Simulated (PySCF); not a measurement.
H5NOSi2 (calculated)

Computed with PySCF 2.14.0. Calculation on a computer-drawn molecule: the log of a Hartree-Fock and frozen-core CCSD(T) single point meant for a local Hartree-Fock minimum, with one planted fault or none, to be diagnosed. Offsets are logged minus clean, where the clean run is the same molecule without the fault. The reference is restricted for singlets and unrestricted otherwise, and also for a bond in bohr or an excited solution. Adding or removing an electron swaps singlet and doublet. The excited solution moves the top pair (singlet) or top alpha electron (doublet) to the lowest empty orbital. Highest occupied and lowest empty are orbital energies over both spins, largest force is the largest gradient component, triples share is (T) over the correlation energy, the T1 limit is 0.02 restricted and 0.045 unrestricted, electrons count all cores, a negative frequency is imaginary (commonest isotopes), and the dipole is about the centre of nuclear charge.

### H5NOSi2

Logged structure:
```xyz
9
H5NOSi2
N     -1.7241     0.4017     3.0321
Si    -2.0433     1.6466     1.9118
Si    -1.2737     0.4687    -0.0660
O     -2.2311     0.7591    -1.3960
H     -1.9003     0.5287     4.0119
H     -1.3766    -0.5207     2.8449
H     -1.2857    -1.0057     0.1069
H      0.1353     0.8677    -0.3495
H     -2.3991     1.6550    -1.6454
```

| Property | Result |
| --- | --- |
| meant charge | 0 |
| meant multiplicity | 1 |
| meant basis | cc-pV(D+d)Z |
| logged electrons | 48 |
| logged basis functions | 99 |
| logged SCF converged | yes |
| logged spin squared | 0 |
| logged highest occupied | -4.8221 eV |
| logged lowest empty | -1.761 eV |
| logged largest force | 0.062352 hartree/bohr |
| logged dipole magnitude | 1.0644 debye |
| logged SCF stable within its kind | no |
| logged energy HF | -709.88771 hartree |
| possible faults | no fault, one electron removed, one electron added, multiplicity raised by two, geometry at a saddle point, SCF held on an excited solution, minimal basis STO-3G, one bond length entered in bohr, all coordinates scaled |
| planted fault | SCF held on an excited solution |
| HF energy offset from clean run | 148.4 kcal/mol |

Drawn bonds:
```csv
atom,other atom,order
1,2,1
2,3,1
3,4,1
1,5,1
1,6,1
3,7,1
3,8,1
4,9,1
```

Notes: coupled-cluster numbers left out as unreliable.
